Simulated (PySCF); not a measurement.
PySCF input (BP86/def2-SVP):

```python
from pyscf import gto, dft

mol = gto.M(
    atom='''
    S    -0.05714100   -0.00577200   -0.46752000
    O    -0.03762100   -0.03658900    1.03750800
    H     1.21521700    0.38506800   -0.81973700
    ''',
    basis='def2-svp',
    charge=0,
    spin=1,
    verbose=4,
)

mf = dft.UKS(mol, xc='bp86')
mf.grids.level = 3
mf.conv_tol = 1e-9
mf.max_cycle = 100
mf.max_memory = 1500
mf.kernel()
if not mf.converged:
    mf = mf.newton()
    mf.kernel(mf.make_rdm1())
mo, _, stable, _ = mf.stability(return_status=True)
if not stable:
    mf.kernel(mf.make_rdm1(mo, mf.mo_occ))
    stable = mf.stability(return_status=True)[2]
mf.dip_moment()
```

From the output:

```
  HOMO = -0.207304465071  LUMO = -0.154779801335  gap/eV = 1.42927
cycle= 7 E= -473.810007168739  delta_E= -8.63e-05  |g|= 0.00236  |ddm|= 0.0134
  alpha nocc = 13  HOMO = -0.207212221883131  LUMO = -0.0112606774331314
  beta  nocc = 12  HOMO = -0.237326390051088  LUMO = -0.154652108928258
  HOMO = -0.207212221883  LUMO = -0.154652108928  gap/eV = 1.43023
cycle= 8 E= -473.810010090092  delta_E= -2.92e-06  |g|= 0.000176  |ddm|= 0.00251
  alpha nocc = 13  HOMO = -0.207233129320737  LUMO = -0.0112549791216843
  beta  nocc = 12  HOMO = -0.237318843921229  LUMO = -0.15467193139334
  HOMO = -0.207233129321  LUMO = -0.154671931393  gap/eV = 1.43026
cycle= 9 E= -473.8100101098  delta_E= -1.97e-08  |g|= 3.88e-05  |ddm|= 0.000269
  alpha nocc = 13  HOMO = -0.20722416496939  LUMO = -0.0112494210211307
  beta  nocc = 12  HOMO = -0.237307944159903  LUMO = -0.154661929857601
  HOMO = -0.207224164969  LUMO = -0.154661929858  gap/eV = 1.43029
cycle= 10 E= -473.810010114319  delta_E= -4.52e-09  |g|= 1.25e-05  |ddm|= 5.72e-05
  alpha nocc = 13  HOMO = -0.207226598854395  LUMO = -0.0112521094848446
  beta  nocc = 12  HOMO = -0.237310182257279  LUMO = -0.154663670418257
  HOMO = -0.207226598854  LUMO = -0.154663670418  gap/eV = 1.43031
cycle= 11 E= -473.81001011075  delta_E= 3.57e-09  |g|= 3.06e-06  |ddm|= 2.18e-05
  alpha nocc = 13  HOMO = -0.207226600104351  LUMO = -0.0112522253942475
  beta  nocc = 12  HOMO = -0.23730982177372  LUMO = -0.154663369824472
  HOMO = -0.207226600104  LUMO = -0.154663369824  gap/eV = 1.43032
cycle= 12 E= -473.810010110761  delta_E= -1.09e-11  |g|= 8.96e-07  |ddm|= 6.2e-06
  alpha nocc = 13  HOMO = -0.207226751930298  LUMO = -0.0112521886010724
  beta  nocc = 12  HOMO = -0.237310041161697  LUMO = -0.154663478655458
  HOMO = -0.20722675193  LUMO = -0.154663478655  gap/eV = 1.43032
Extra cycle  E= -473.810010110755  delta_E= 5.12e-12  |g|= 2.19e-06  |ddm|= 2.53e-06
converged SCF energy = -473.810010110755  <S^2> = 0.75179979  2S+1 = 2.001799
uhf_internal: lowest eigs of H = [0.36592885 0.36779794 0.39545963]
<class 'pyscf.dft.uks.UKS'> wavefunction is stable in the internal stability analysis
Dipole moment(X, Y, Z, Debye):  0.70530,  0.26445, -2.15620
```

The geometry given is a B3LYP-D3(BJ)/def2-TZVP minimum.
